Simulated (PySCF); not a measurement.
Two species compared at the same levels of theory.

First species: C₄H₇FO₂Si.
SMILES: `O=C(O)[SiH2]/C=C\CF`

Second species: C4H7FO2Si.
Geometry (GFN2-xTB, Å), atoms numbered from 1 in this order:
```xyz
15
C4H7FO2Si angstrom
C      2.424    0.074   -0.810
O      1.084    0.168   -1.226
C      0.132    0.056   -0.261
C      0.296   -0.118    1.047
O     -0.858   -0.211    1.814
Si    -2.216   -0.056    0.925
F     -3.071   -1.416    1.027
C     -1.298    0.134   -0.728
H      3.027    0.180   -1.710
H      2.627   -0.894   -0.342
H      2.676    0.871   -0.103
H      1.201   -0.208    1.618
H     -3.062    1.004    1.418
H     -1.469    1.080   -1.240
H     -1.497   -0.656   -1.452
```

Levels: CAM-B3LYP/def2-SVPD for dipole moment, HOMO energy, LUMO energy, HOMO–LUMO gap, static isotropic polarisability and electronic spatial extent ⟨r²⟩ about the centre of nuclear charge; TDDFT CAM-B3LYP/def2-SVPD for lowest singlet excitation; TDA CAM-B3LYP/def2-SVPD for lowest triplet excitation (Tamm–Dancoff); GFN2-xTB for rotational constant A and rotational constant C. Geometries: GFN2-xTB. Each species is one conformer at its optimised geometry, gas phase, non-relativistic unless stated; the electronic structure was computed with PySCF and density fitting.

Dipoles, sizes and rotational constants follow the conformer. The torsions of the flexible species, by atom-mapped SMILES:
- `[O:1]=[C:2]([OH:3])[SiH2:4]/[CH:5]=[CH:6]\[CH2:7][F:8]`: O1–C2–Si4–C5 0°, C2–Si4–C5–C6 180°, C5–C6–C7–F8 0°, H–O3–C2–O1 0°
- `[CH3:1][O:2][C:3]1=[CH:4][O:5][Si@H:6]([F:7])[CH2:8]1`: C1–O2–C3–C4 1°

```tsv
property	column X	column Y
dipole moment	2.11 D	2.39 D
HOMO energy	-9.19 eV	-7.56 eV
LUMO energy	0.22 eV	1.21 eV
HOMO–LUMO gap	9.41 eV	8.77 eV
lowest singlet excitation	5.10 eV	5.86 eV
lowest triplet excitation (Tamm–Dancoff)	4.22 eV	4.15 eV
static isotropic polarisability	83.1 au	74.4 au
electronic spatial extent ⟨r²⟩ about the centre of nuclear charge	1540 bohr²	1285 bohr²
rotational constant A	4.208 GHz	4.723 GHz
rotational constant C	0.688 GHz	0.886 GHz
```

**Question.** Which column belongs to which species?

**Answer.** Column X is the first species and column Y the second. The first has 15 atoms and 70 electrons, the second 15 and 70.

**Question.** How does each property change from the first species to the second?

**Answer.** dipole moment +0.28 D; HOMO energy +1.63 eV; LUMO energy +0.99 eV; HOMO–LUMO gap -0.64 eV; lowest singlet excitation +0.76 eV; lowest triplet excitation (Tamm–Dancoff) -0.07 eV; static isotropic polarisability -8.7 au; electronic spatial extent ⟨r²⟩ about the centre of nuclear charge -255 bohr²; rotational constant A +0.515 GHz; rotational constant C +0.198 GHz.

On the first: A dipole of 2.11 D is allowed in Cs, and pure rotational transitions are dipole-allowed. In wavenumbers S1 is 41100 cm⁻¹ (1 eV = 8065.54 cm⁻¹).

On the second: No computed singlet falls in the visible range (750 to 380 nm, 1.65 to 3.26 eV); S1 lies 2.60 eV above its blue end.
